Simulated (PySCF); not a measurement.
**Ionisation energy of Ge²⁶⁺ by level of theory**

Ge²⁶⁺ [He] 2s2 2p2 [2p1/2^2, M_J = 0] → Ge²⁷⁺ [He] 2s2 2p1 [2p1/2^1, M_J = 1/2], as a difference of total energies. Calculation: PySCF 2.14, in an even-tempered Gaussian basis (17 s from 8.4 bohr⁻², ratio 2.4; 11 p from 11 bohr⁻², ratio 2.4; 5 d from 39 bohr⁻², ratio 2.6; 4 f from 58 bohr⁻², ratio 2.6); the two-component X2C-1e Hamiltonian. Correlated levels: nothing frozen; the 28 highest virtual spinors dropped. "Screened" scales the spin-orbit matrix elements by Boettger's factors to mimic the two-electron term; Breit and QED terms are absent.

| method | ionisation energy (eV) |
| --- | --- |
| GHF (spin-free) | 2729.0 |
| GMP2 (spin-free) | 2728.8 |
| GHF (screened spin-orbit) | 2739.0 |
| GMP2 (screened spin-orbit) | 2741.2 |

How much does correlation contribute at GMP2 (screened spin-orbit)?

2741.2 − (2739.0) = 2.2 eV, measured against GHF (screened spin-orbit).

For this ion Breit and QED terms and the two-electron picture change, all absent here, outweigh the correlation shift from GHF to GMP2.

The spin-free rows relax to the high-spin LS determinant and lack the spin-orbit shift.

The labels give the starting determinants; with spin-orbit coupling the two ends relaxed to ⟨J²⟩ = 0.00, ⟨L²⟩ = 1.33, ⟨S²⟩ = 1.33 and ⟨J²⟩ = 0.75, ⟨L²⟩ = 2.00, ⟨S²⟩ = 0.75.

For comparison: 2737.1 ± 2.3 eV (semi-empirical (NIST evaluation); NIST Atomic Spectra Database, ionization energies).
